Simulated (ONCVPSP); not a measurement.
tungsten, ONCV: configuration errors across variants

- Element: tungsten
- Generator: ONCVPSP 4.0.1
- Type: optimised norm-conserving Vanderbilt (ONCV)
- Functional: PBE
- Relativity: fully relativistic
- Frozen core: [Kr] 4d10 4f14
- Valence charge: 14
- Reference configuration: 5s2 5p6 5d3 (charge +3)
- Partial waves: 5s: rc 1.15 bohr, ncon 4, nbas 9, qcut 5.5 1/bohr, 2 projectors, debl 0.5 Ha; 5p: rc 1.35 bohr, ncon 5, nbas 8, qcut 5.4 1/bohr, 2 projectors, debl 3.6 Ha; 5d: rc 2.10 bohr, ncon 4, nbas 8, qcut 8.4 1/bohr, 2 projectors, debl 2.2 Ha
- Local potential: polynomial inside 0.85 bohr (lpopt 5, dvloc0 3 Ha)
- Core correction: Teter function, fcfact 4.5, rcfact 1.6

Open shells are filled in proportion to 2j + 1.

In the s channel the program set the typed energies aside and used -3.960, 0.250 Ha.

All-electron excitation energies from the reference (eV): (1) 5s2 5p6 5d4 6s2 -49.943; (2) 5s2 5p6 5d4 6s1 -41.054; (3) 5s2 5p6 5d4 -25.372; (4) 5s2 5p6 5d4 6p2 -40.767.

A true bound ghost makes a file unfit for plane-wave use even where its test errors are small: the radial tests pick states by their node count and pass the ghost by.

Errors AE − PS in meV (a dash: test not solved or not reliable):

```tsv
change	(1)	(2)	(3)	(4)	bound ghosts	GHOST(+) flags above zero
base	-33	-32	-27	-15	s	p3/2, p1/2
all radii but the core radius scaled by about 0.80 (s 0.92, p 1.08, d 1.68 bohr); local potential polynomial inside 0.68 bohr (lpopt 5, dvloc0 3 Ha)	-29	-29	-25	–	s, p3/2	p3/2, d5/2, p1/2, d3/2
all radii but the core radius scaled by about 0.95 (s 1.10, p 1.28, d 2.00 bohr); local potential polynomial inside 0.80 bohr (lpopt 5, dvloc0 3 Ha)	-29	-29	-26	-14	s	p3/2, p1/2
all radii but the core radius scaled by about 1.06 (s 1.22, p 1.42, d 2.22 bohr); local potential polynomial inside 0.90 bohr (lpopt 5, dvloc0 3 Ha)	-24	-26	-27	-15	s	p3/2, p1/2
all radii but the core radius scaled by about 1.14 (s 1.32, p 1.54, d 2.40 bohr); local potential polynomial inside 0.96 bohr (lpopt 5, dvloc0 3 Ha)	-35	-32	-27	-17	none	s, p3/2, p1/2
all radii but the core radius scaled by about 1.21 (s 1.40, p 1.64, d 2.54 bohr); local potential polynomial inside 1.02 bohr (lpopt 5, dvloc0 3 Ha)	-36	-30	-22	-15	d3/2	s, p3/2, d5/2
all radii but the core radius scaled by about 1.29 (s 1.48, p 1.74, d 2.70 bohr); local potential polynomial inside 1.10 bohr (lpopt 5, dvloc0 3 Ha)	-34	-34	-33	-19	none	s
```

Q: Give the same row for: all radii but the core radius scaled by about 0.86 (s 0.98, p 1.16, d 1.80 bohr); local potential polynomial inside 0.72 bohr (lpopt 5, dvloc0 3 Ha).

A: -29, -29, -25, -13; bound ghosts: s; GHOST(+) flags above zero: p3/2, d5/2, p1/2.
